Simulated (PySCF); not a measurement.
**Radial density of Os+ (osmium, charge +1)**

UHF, [Xe] 4f14 5d5 6s2, high-spin 6S determinant (an excited configuration). Computed with PySCF 2.14 in aug-cc-pVDZ-PP with ECP60MDF (5s5p4d2f, 54 functions), with scalar relativity through the core potential. This is the valence pseudo-density: the core potential removes the inner electrons and smooths the orbitals near the nucleus.

```tsv
r (bohr)	4πr²ρ (e/bohr)	4πr²(ρα − ρβ)
0.130	4.242e-05	0.0000
0.218	0.0005605	0.0002
0.366	0.05520	0.0072
0.616	3.353	0.3226
1.04	12.75	2.9169
1.74	5.303	2.9565
2.93	1.249	0.4531
4.93	0.1235	-0.0224
8.30	0.0005166	-0.0004
14.0	3.949e-05	0.0000
```

Energies and moments cover only the electrons outside the core potential. Spin-orbit coupling, which splits the p, d and f shells strongly at this Z, is absent.

Problem. Where is the radial spin density 4πr²(ρα − ρβ) most negative, and why is it negative at all?

Solution. Around r = 4.93 bohr, down to -0.0224 e/bohr: exchange with the open shell polarises the paired shells in an unrestricted calculation.
